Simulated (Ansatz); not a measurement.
Consider the ligand exchange at a W–N bond: `C[O][W](=[O])(=[O])[N](C)C` + CH₃OH → `C[O][W](=[O])(=[O])[O]C` + `CNC`.

Gas-phase electronic energies from Ansatz, PBE0-D4/def2-TZVP geometries. CCSD(T)/CBS adds triple-zeta CCSD(T) − MP2 to the extrapolated MP2 energy (def2 sets, frozen cores). This one scheme is used for every species. Functionals use def2-TZVPP. def2 core potentials past Kr. For W outer-core shells are correlated without core-valence functions, which leaves a few kJ/mol of doubt a bond. One conformer a species, not always the lowest.

`C[O][W](=[O])(=[O])[N](C)C`:

Z-matrix (Å, degrees):
```
W
C 1 2.985
O 1 1.714 2 128.4
O 1 1.877 2 108.1 3 135.6
O 1 1.714 2 87.3 3 -114.4
N 1 1.934 2 24.0 3 40.5
C 1 3.056 2 124.5 3 145.0
C 1 2.983 2 47.9 3 37.4
H 2 1.096 1 124.4 3 -114.2
H 2 1.090 1 78.1 3 141.4
H 2 1.097 1 122.2 3 37.3
H 7 1.092 1 133.5 2 -29.5
H 7 1.094 1 97.2 2 -154.2
H 7 1.094 1 97.3 2 95.3
H 8 1.090 1 78.0 2 -178.9
H 8 1.096 1 124.4 2 76.8
H 8 1.097 1 122.2 2 -74.8
```

CH₃OH:

```xyz
6

C    -0.148    0.084    0.313
O    -0.100   -0.179   -1.071
H    -1.185    0.315    0.559
H     0.469    0.945    0.597
H     0.159   -0.781    0.914
H     0.806   -0.383   -1.311
```

`C[O][W](=[O])(=[O])[O]C`:

Z-matrix (Å, degrees):
```
W
C 1 3.083
O 1 1.861 2 125.7
C 1 3.083 2 142.4 3 0.4
O 1 1.709 2 101.2 3 125.3
O 1 1.710 2 100.9 3 -125.0
O 1 1.861 2 16.7 3 0.7
H 2 1.092 1 130.7 3 -0.1
H 2 1.093 1 98.5 3 -124.7
H 2 1.093 1 98.3 3 124.1
H 4 1.092 1 130.7 2 -0.1
H 4 1.093 1 98.7 2 -124.8
H 4 1.093 1 98.2 2 124.0
```

`CNC`:

Cartesian coordinates in Å:
```
C -0.088 -1.205 0.007
N -0.339 0.079 0.619
C 0.304 1.167 -0.080
H -0.640 -1.985 0.536
H 0.977 -1.444 0.084
H -0.360 -1.254 -1.062
H -1.335 0.246 0.672
H 1.390 1.055 -0.008
H 0.040 2.118 0.385
H 0.050 1.223 -1.153
```

CCSD(T)/CBS gives -16.9 kJ/mol.

(1) Another level gave -23.1 kJ/mol. Which?
A. PBE0-D4/def2-TZVPP
B. r2SCANh/def2-TZVPP
C. BHLYP/def2-TZVPP
D. RPA@PBE/def2-TZVPP

Largest T1 diagnostic among the species: 0.021, so the coupled-cluster value is less sure than usual.

Answers

(1) A. PBE0-D4 -23.1, r2SCANh -28.7, BHLYP -35.9, RPA@PBE/def2-TZVPP -16.7 kJ/mol.

Leaving LDA and LC-ωPBE aside and taking each functional with its dispersion term where it has one, the values, not all of them listed here, spread over 9.8 kJ/mol, from B97M-V to revPBE-D4. LDA lies +7.1 kJ/mol from PBE without D4. The D4 term adds +9.0 kJ/mol with B3LYP and +5.1 kJ/mol with PBE0; it sums over pairs of atoms, weighted by their polarisabilities, and B3LYP, whose exchange is more repulsive, gets the larger term. In def2-TZVPP, CCSD(T) changes the Hartree–Fock value by +26.6 kJ/mol (the triples alone add +3.6 kJ/mol) and MP2 by +31.1 kJ/mol.

B3LYP here is the variant with VWN-RPA as its local correlation; programs differ in this.
